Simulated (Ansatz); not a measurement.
Stepwise reaction of `[NH2][Ge][NH2]` with water, as a gas-phase model of exchange steps in deposition or etching. ΔE in kJ/mol; ΔG adds harmonic PBE0-D4 terms to CCSD(T)/CBS, at 1 bar.

Isolated molecules relaxed with PBE0-D4/def2-TZVP in Ansatz; ΔE leaves out vibrations. CCSD(T)/CBS adds triple-zeta CCSD(T) − MP2 to the extrapolated MP2 energy (def2 sets, frozen cores). This one scheme is used for every species. DFT in def2-TZVPP. B3LYP here is the variant with VWN-RPA as its local correlation; programs differ in this. For Ge outer-core shells are correlated without core-valence functions, which leaves a few kJ/mol of doubt a bond. Scalar relativity is left out up to krypton. Each species was taken in one conformer, which may not be the lowest.

```json
{"step": "1", "reaction": "`[NH2][Ge][NH2]` + H₂O → `[NH2][Ge][OH]` + NH₃", "PBE-D4": "-26.7", "B3LYP-D4": "-27.5", "ωB97M-V": "-26.9", "CCSD(T)/CBS": "-21.6", "ΔG(500 K)": "-20.7"}
```

Give the row of step 2, `[NH2][Ge][OH]` + H₂O → `[OH][Ge][OH]` + NH₃. (Estimate.)

The calculation gave: 
| step | reaction | PBE-D4 | B3LYP-D4 | ωB97M-V | CCSD(T)/CBS | ΔG(500 K) |
| --- | --- | --- | --- | --- | --- | --- |
| 2 | `[NH2][Ge][OH]` + H₂O → `[OH][Ge][OH]` + NH₃ | -27.5 | -28.6 | -28.3 | -22.9 | -18.3 |

By hand: ΔE of the 2 steps together at CCSD(T)/CBS.

(-21.6) + (-22.9) = -44.5 kJ/mol, or -22.2 kJ/mol a step.

In ΔE the steps differ by no more than 1.3 kJ/mol. All are downhill at CCSD(T)/CBS. ΔG lies between -20.7 and -18.3 kJ/mol a step. PBE-D4 differs from CCSD(T)/CBS by -5.1 to -4.6 kJ/mol a step. Isolated molecules leave out the surface, adducts and barriers. Largest T1 diagnostic: 0.015.
